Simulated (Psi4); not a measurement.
Nuclear repulsion and electron count by hand

System: AlCl2 (SMILES [Cl][Al][Cl]), doublet, at a GFN2-xTB geometry (such geometries of metal compounds can be far from the true shape) (the spin is typed, not shown lowest). Level: Psi4 with BLYP/cc-pVDZ. Sums are taken with unrounded values, so a last digit can differ.

Coordinates (Å):

```
atom         x         y         z
----  --------  --------  --------
Al1    0.42791  -0.01575   0.46996
Cl2    1.19007   0.33144  -1.40133
Cl3   -1.51729  -0.31940   1.04194
```

### Question
Work out the nuclear repulsion energy and the numbers of alpha and beta electrons.

### Answer
In atomic units each pair adds Z_i Z_j / r_ij, with r in bohr (1 bohr = 0.529177 Å).
| pair | r (Å) | r (bohr) | Z_i Z_j | term (Eh) |
|---|---|---|---|---|
| Al1-Cl2 | 2.0502 | 3.8742 | 221 | 57.0434 |
| Al1-Cl3 | 2.0502 | 3.8742 | 221 | 57.0434 |
| Cl2-Cl3 | 3.7045 | 7.0004 | 289 | 41.2833 |
The sum is 155.3701 Eh; Psi4 gives 155.3701 Eh. The atomic numbers add up to 47, so at charge +0 there are 47 electrons; multiplicity 2 means 1 unpaired, so 24 alpha and 23 beta.
